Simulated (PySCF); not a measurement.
Isomers of C5H8F2O. Level of theory: PBE0-D3(BJ)/def2-SVP geometry optimisation, gas phase (PySCF). Energies are electronic, without zero-point or thermal terms, for one conformer each. No frequencies were run at this level. Point groups hold within 0.08 Å.

Question: Order them by energy at this level, lowest first, and give relative energies in kJ/mol.
A. `[CH3:1][C:2]([F:3])([F:4])[O:5][CH:6]1[CH2:7][CH2:8]1` with C1–C2–O5–C6 -176°, C2–O5–C6–C7 -155°
B. `[F:1][C:2]1([F:3])[CH2:4][CH2:5][O:6][CH2:7][CH2:8]1` with F1–C2–C4–C5 -70°, C2–C4–C5–O6 -55°, C4–C5–O6–C7 62°, C5–O6–C7–C8 -62°

Answer: B (0.0), A (67.5).

As drawn, the higher has a three-membered ring, which the lower lacks.

| SMILES | E (Eh) | E rel (kJ/mol) | dipole (D) | point group | A, B, C (MHz) |
| --- | --- | --- | --- | --- | --- |
| FC1(F)CCOCC1 | -469.42576 | 0.0 | 0.91 | Cs | 3421, 1781, 1560 |
| CC(F)(F)OC1CC1 | -469.40005 | 67.5 | 0.89 | C1 | 4111, 1369, 1328 |
